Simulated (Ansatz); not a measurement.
Be₇O₇, relaxed as a singlet with RKS PBE0-D4/def2-SVP in Ansatz, starting from the GFN1-xTB geometry. Force threshold 0.02 eV/Å.

Another isomer (singlet) lies 0.20 eV lower at PBE0-D4/def2-TZVP; other spin states weren't run for this one.

Start:

```xyz
14

Be   -0.392   -2.873   -1.261
Be   -0.176    2.142    2.325
Be    0.720   -0.990   -2.937
Be   -1.170   -2.612    1.371
Be    0.815    3.060   -0.076
Be    1.245    1.660   -2.410
Be   -1.040   -0.387    2.987
O     0.352    2.928    1.263
O     0.184   -2.175   -2.360
O    -0.675    0.989    2.992
O     1.152    2.657   -1.399
O    -0.890   -3.082    0.056
O    -1.241   -1.692    2.456
O     1.117    0.375   -3.007
```

Q: Estimate the energy that the relaxation releases and the steps that it takes.

A: 49.9 kJ/mol, in 4 steps; 12 s on 4 threads of Arm Neoverse V2 on a shared host. No frequencies were taken in this run, so the end may be a saddle point.

Q: Does the start keep its bonding and symmetry?

A: By distances, no bond broke or formed. The bond that changes most is Be2–O8, from 1.42 to 1.43 Å (atoms count from 1). Point group Cs at the start, D7h at the end, both within 0.05 Å.

Q: Predict the relaxed structure.

A: 
```xyz
14

Be   -0.362   -2.802   -1.219
Be   -0.171    2.085    2.258
Be    0.672   -0.956   -2.849
Be   -1.121   -2.540    1.330
Be    0.818    2.966   -0.063
Be    1.197    1.613   -2.336
Be   -1.032   -0.366    2.879
O     0.380    2.981    1.294
O     0.183   -2.218   -2.400
O    -0.709    1.015    3.032
O     1.188    2.703   -1.416
O    -0.877   -3.152    0.065
O    -1.270   -1.716    2.485
O     1.105    0.387   -3.060
```
Bond lengths (bridged metal pairs left out): 14 × Be–O 1.43 Å.
